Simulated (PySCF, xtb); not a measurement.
NbO₂, SMILES [O]=[Nb]=[O] (connectivity only; charge and spin as stated), neutral, multiplicity 2.

Harmonic wavenumbers (cm⁻¹) from GFN2-xTB (xtb 6.7.1) at its own minimum, in rising order: 220, 739, 741.

### Question
What does PBE-D3(BJ)/def2-TZVP (PySCF) give at its own minimum? (Estimate from the structure and the level; the computed values follow.)

### Answer
352, 935, 983. Paired by order, the mean absolute difference is 190 cm⁻¹ and the zero-point energies are 2.4 and 3.2 kcal/mol.
